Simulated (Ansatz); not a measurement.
Cost and result for the atomization energy of `O[SiH](O)C[SiH](Cl)Cl` (13 atoms, 12 bonds).

```xyz
13

O    -0.633   -2.437   -0.708
Si   -0.289   -0.844   -0.835
O    -1.633   -0.086   -1.389
C     0.157   -0.288    0.890
Si    0.808    1.423    1.084
Cl    2.675    1.566    0.259
Cl   -0.427    2.761    0.112
H    -0.970   -2.884   -1.486
H     0.846   -0.614   -1.766
H    -1.607    0.872   -1.445
H    -0.741   -0.386    1.511
H     0.913   -0.973    1.293
H     0.902    1.889    2.481
```

Total charge 0; spin multiplicity 1. Geometry: relaxed with PBE0-D4/def2-TZVP. It is one conformer, not always the lowest. Program: Ansatz. All runs use 2 threads of an AMD EPYC 7R13 on a shared host and a share of an NVIDIA H100 80 GB. Times are those of one run each, without the atoms' runs, and a repeat can differ threefold. Electronic energies, without spin–orbit coupling; frozen cores. CCSD(T)/CBS adds CCSD(T) − MP2 in def2-TZVPP to the MP2 limit, and its time is that of the two runs behind it. T1 = 0.010. B3LYP takes the VWN-RPA correlation (the form of Gaussian; ORCA's B3LYP/G).

CCSD(T)/CBS is a level of theory with its own doubt, some kJ/mol a heavy atom from the limit and from the frozen cores, so smaller differences don't rank the functionals.

```tsv
level	functions	wall time
PBE0-D4/def2-TZVPP	345	2.1 s
PBE-D4/def2-TZVPP (with forces)	345	2.4 s
B3LYP-D4/def2-TZVPP (with forces)	345	2.5 s
r2SCAN-D4/def2-TZVPP (with forces)	345	2.7 s
B2PLYP/def2-TZVPP	345	2.8 s
ωB97X-V/def2-TZVPP	345	3.1 s
ωB97M-V/def2-TZVPP (with forces)	345	3.9 s
MP2/def2-QZVPP	631	4.3 s
CCSD(T)/def2-TZVPP	345	10 s
CCSD(T)/CBS(def2)	–	14 s
```

Task: What atomization energy does each give, and how far from CCSD(T)/CBS? (Best estimate.)

Result: Computed: 
```csv
level,atomization (kJ/mol),difference from CCSD(T)/CBS,per bond
PBE0-D4/def2-TZVPP,4822.3,-49.8,-4.1
PBE-D4/def2-TZVPP (with forces),4891.6,19.5,1.6
B3LYP-D4/def2-TZVPP (with forces),4810.2,-61.9,-5.2
r2SCAN-D4/def2-TZVPP (with forces),4868.4,-3.7,-0.3
B2PLYP/def2-TZVPP,4771.4,-100.7,-8.4
ωB97X-V/def2-TZVPP,4870.4,-1.7,-0.1
ωB97M-V/def2-TZVPP (with forces),4875.6,3.5,0.3
MP2/def2-QZVPP,4934.5,62.4,5.2
CCSD(T)/def2-TZVPP,4719.7,-152.4,-12.7
CCSD(T)/CBS(def2),4872.1,0.0,0.0
```

From PBE to PBE0 (25 % exact exchange), in def2-TZVPP and without D4, the atomization energy moves by −63.4 kJ/mol: exact exchange takes away binding that semilocal exchange gives to molecules. The D4 term adds +68.2 kJ/mol with B3LYP and +36.4 kJ/mol with PBE0; it sums over pairs of atoms, weighted by their polarisabilities, and B3LYP, whose exchange is more repulsive, gets the larger term. In def2-TZVPP, CCSD(T) changes the Hartree–Fock value by +1164.4 kJ/mol (the triples alone add +74.9 kJ/mol) and MP2 by +1288.2 kJ/mol; breaking electron pairs costs correlation energy, which Hartree–Fock lacks.
